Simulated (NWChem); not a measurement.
Species: CHCl2 cation

```xyz
4

Cl     1.4473     0.0000    -0.1573
C      0.0000     0.0000     0.6077
Cl    -1.4473     0.0000    -0.1573
H      0.0000     0.0000     1.7003
```
Atoms are numbered in this order, from 1.

All runs: NWChem. Pople sets run with spherical d functions. Coordinates come from a B3LYP/6-31G* (spherical d) optimisation. Vertical excitations in the gas phase.

Task: Estimate the computed values for BHandHLYP/6-31+G*, full TDDFT. Quantities: lowest excitation, singlet (eV); lowest state with f > 0.02, singlet (eV); oscillator strength of that bright state; orbital gap (eV).

Result: 
| Quantity | Result |
|---|---|
| lowest excitation, singlet (eV) | 4.45 |
| lowest state with f > 0.02, singlet (eV) | 5.92 |
| oscillator strength of that bright state | 0.227 |
| orbital gap (eV) | 8.30 |
